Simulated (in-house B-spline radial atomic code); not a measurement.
## Functionals against ionisation energies along an isoelectronic series: Br to Zr⁵⁺

Ionisation energies as differences of self-consistent total energies from an all-electron radial atomic-structure program (B-spline basis): all electrons, radial basis limit, scalar-relativistic (one-electron X2C), spin-polarised at highest spin, spherical densities; exact exchange is averaged over the determinants of each configuration. No spin-orbit coupling, Breit or QED terms. NIST's values run from ground level to ground level, so in open shells the differences also hold multiplet and fine-structure energies that spherical high-spin averages miss. Columns give computed minus NIST, in eV; a star marks a semi-empirical value. Species are left out where the tabulated value is theory, is uncertain by more than 0.12 eV, or (13 ions, such as In⁴⁺, Te⁴⁺ and Bi⁴⁺) lies off its series for all methods alike, which flatters the means a little.

| species | shell | NIST (eV) | PBEsol | BLYP | PBE0 | TPSSh | LC-wPBE | revTPSS |
| --- | --- | --- | --- | --- | --- | --- | --- | --- |
| Br | 4p | 11.81 | +0.05 | -0.04 | +0.03 | +0.07 | +0.08 | +0.08 |
| Kr⁺ | 4p | 24.36 | ? | ? | ? | ? | ? | ? |
| Rb²⁺ | 4p | 39.25* | +0.05 | -0.07 | +0.06 | +0.12 | +0.15 | +0.11 |
| Sr³⁺ | 4p | 56.28* | +0.10 | -0.04 | +0.11 | +0.18 | +0.20 | +0.16 |
| Zr⁵⁺ | 4p | 96.38 ± 0.04* | +0.26 | +0.10 | +0.27 | +0.35 | +0.35 | +0.33 |

Problem. What are the differences for Kr⁺ ([Ar] 3d10 4s2 4p5)?

Solution. PBEsol +0.04; BLYP -0.07; PBE0 +0.04; TPSSh +0.09; LC-wPBE +0.12; revTPSS +0.08 eV.

Problem. How do the methods rank, and which species is hardest?

Solution. Mean absolute (signed) differences: BLYP 0.07 (-0.03) eV; PBEsol 0.10 (+0.10) eV; PBE0 0.10 (+0.10) eV; revTPSS 0.15 (+0.15) eV; TPSSh 0.16 (+0.16) eV; LC-wPBE 0.18 (+0.18) eV. For Zr⁵⁺, which loses a 4p electron, the nearest method is off by +0.10 eV, the largest such miss.
